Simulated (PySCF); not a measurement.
```xyz
3
charge 0 multiplicity 5, angstrom
Co    0.0408    0.0000   -0.2822
O    -1.3920    0.0000    0.5528
N     1.4185    0.0000    0.5531
```

Method: UPBE0/[Co def2-TZVP, O def2-TZVP, N def2-TZVP], no relativity, density fitting, PySCF.

This geometry of CoON is a stationary point at this level.

**Question.** What is the point group?

**Answer.** Cs.

**Question.** Is it a minimum?

**Answer.** Yes: all harmonic wavenumbers are real.

**Question.** Give the atomic charges and bond orders.

**Answer.** 
```
atom  Mulliken  Löwdin  polar tensor  spin (Mulliken)  Mayer order to Co1
 Co1      0.80    0.33          0.51             2.07                   –
  O2     -0.45   -0.21         -0.29             0.84                1.40
  N3     -0.35   -0.12         -0.22             1.10                1.92
```

**Question.** What is the atomisation energy, with and without zero-point energy?

**Answer.** 512 kJ/mol without, 503 kJ/mol with.

Other isomers or separated fragments may lie lower. Open d and f shells are described by one determinant, and the ground state may have another occupation or spin. At this level a broken-symmetry Ms = 1 minimum of Cs symmetry lies 59 kJ/mol below this structure.
